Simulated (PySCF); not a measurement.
## Bond length, frequency and bond energy of SrIn⁺ by level of theory

State: ¹Σ⁺ (singlet), closed shell. Set-up: PySCF, scalar-relativistic core potentials, basis sets Sr def2-SVPD with ECP28, In def2-SVPD with ECP28. De refers to Sr⁺ + In in their high-spin ground configurations, without counterpoise correction. A positive dipole points towards In; it is taken about the centre of mass and depends on that origin.

| Level | Re (Å) | ωe (cm⁻¹) | De (eV) | μ (D) |
| --- | --- | --- | --- | --- |
| RHF-MP2 | 3.811 | 80.1 | 1.20 | n/a |
| RHF-SCS-MP2 | 3.846 | 77.4 | 1.23 | n/a |
| RHF-CCSD | 3.815 | 79.9 | 1.29 | n/a |
| RHF-CCSD(T) | 3.807 | 80.2 | 1.36 | n/a |
| PBE | 3.821 | 78.7 | 1.60 | -4.63 |
| BLYP | 3.879 | 73.0 | 1.58 | -4.19 |
| TPSS | 3.815 | 80.2 | 1.55 | -5.35 |
| r²SCAN | 3.792 | 83.0 | 1.24 | -5.40 |
| PBE0 | 3.804 | 82.1 | 1.42 | -5.10 |
| M06 | 3.804 | 79.8 | 1.87 | -3.14 |
| LC-ωPBE | 3.737 | 90.3 | 1.05 | -6.68 |

(1) Which functional lies closest to RHF-CCSD(T) in De, which farthest, and by how much do they differ from it?

(2) What does a quarter of exact exchange do here, going from PBE to PBE0?

(3) What does the step from GGA to meta-GGA do here, going from PBE to r²SCAN?

Correlated steps freeze 4 core orbitals. Closed-shell solutions of metal pairs were not tested for spin polarisation, which can lower them a little. Correlated levels converge slowly with the basis: in double zeta they bind strong bonds too weakly, by up to about 1 eV, and carry superposition errors of some tenths. These are scalar-relativistic numbers at best; spin–orbit coupling would shift them, the dissociation energy most. For an ion De counts to the pair picked by the measured ionisation energies or electron affinities, which need not be the lowest pair at this level. Where the molecule has an RHF reference, its open-shell atoms are computed with UHF.

The whole job (state search and all levels along the bond) took about 3 min on 1 thread of AMD EPYC 7R43 64-Core (shared host), peak memory 0.8 GiB.

Answers

(1) Closest is PBE0 (-0.3 pm in Re, +2.4 % in ωe, +0.06 eV in De against RHF-CCSD(T) in the same basis), farthest M06 (-0.3 pm in Re, -0.5 % in ωe, +0.51 eV in De). CCSD(T) converges more slowly with the basis than the functionals do and binds too weakly in this one, so the order can change at the basis-set limit.

(2) PBE0 less PBE: -1.7 pm in Re, +4.3 % in ωe, -0.18 eV in De. Exact exchange removes part of the self-interaction that spreads semilocal densities, and in most molecules shortens and stiffens the bond and lowers De; so it does here.

(3) r²SCAN less PBE: -2.9 pm in Re, +5.5 % in ωe, -0.36 eV in De.
